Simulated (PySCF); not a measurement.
C2H6BFO2, SMILES COB(F)OC. Atoms are numbered in the order given.

```xyz
12

B     -0.3069     0.0306     0.3249
F     -0.6823    -0.2855     1.5724
O      0.8787    -0.3993    -0.1783
C      1.7835    -1.1922     0.5657
H      1.3853    -1.4393     1.5618
H      1.9828    -2.1258     0.0166
H      2.7337    -0.6477     0.6845
O     -1.1478     0.7895    -0.4137
C     -0.8030     1.1505    -1.7363
H     -0.6689     0.2601    -2.3725
H     -1.6197     1.7631    -2.1446
H      0.1318     1.7345    -1.7617
```

The structure is a stationary point at ωB97X-D3(BJ)/def2-SVP. The values are those of a single conformer.

The numbers are results of ωB97X/def2-TZVP run with PySCF, not measurements.

ESP charges are fitted to the potential on shells at 1.4 to 2.0 van der Waals radii. Atomic charges (e):

| atom | ESP fit | meta-Löwdin |
|---|---|---|
| B1 | 0.90 | 0.67 |
| F2 | -0.36 | -0.33 |
| O3 | -0.33 | -0.42 |
| C4 | -0.36 | -0.11 |
| H5 | 0.15 | 0.11 |
| H6 | 0.15 | 0.12 |
| H7 | 0.15 | 0.12 |
| O8 | -0.46 | -0.40 |
| C9 | -0.15 | -0.10 |
| H10 | 0.08 | 0.11 |
| H11 | 0.14 | 0.12 |
| H12 | 0.08 | 0.11 |

Question: Give the Mayer and Wiberg (Löwdin basis) orders of the bonds. (An estimate is asked for; the answer gives what the named calculation found.)

Answer: 
```csv
bond,Mayer,Wiberg
B1–F2,1.14,2.01
B1–O3,1.24,1.84
O3–C4,0.89,1.40
C4–H5,0.98,0.92
C4–H6,0.98,0.94
C4–H7,0.98,0.94
B1–O8,1.31,1.86
O8–C9,0.90,1.39
C9–H10,0.98,0.93
C9–H11,0.98,0.94
C9–H12,0.98,0.93
```
